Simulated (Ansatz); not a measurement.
Cl2H2SeSi, SMILES Cl[SiH](Cl)[SeH].

Coordinates come from a B3LYP-D3(BJ)/def2-SVP optimisation. The structure was generated by enumeration, and PubChem lists no compound with its InChIKey, so it may never have been made. Other conformers were not sampled.

Two levels are set side by side: PBE/def2-SVPD (Ansatz, a first-principles code) and CAM-B3LYP/def2-SVPD (Ansatz). Energy differences of separate SCF runs at the same geometry; the states with an electron removed or added have multiplicity 2 and 2. Differences are taken from unrounded values.

```
quantity                            PBE
---------------------------------  ----
vertical ionisation energy (eV)    9.62
vertical singlet–triplet gap (eV)  4.79
```

Problem. These are the PBE values. What does CAM-B3LYP give? (Estimate from the structure and the level; the computed values follow.)

Solution. 
| quantity | CAM-B3LYP | PBE minus CAM-B3LYP |
|---|---|---|
| vertical ionisation energy (eV) | 9.88 | -0.26 |
| vertical singlet–triplet gap (eV) | 5.05 | -0.26 |
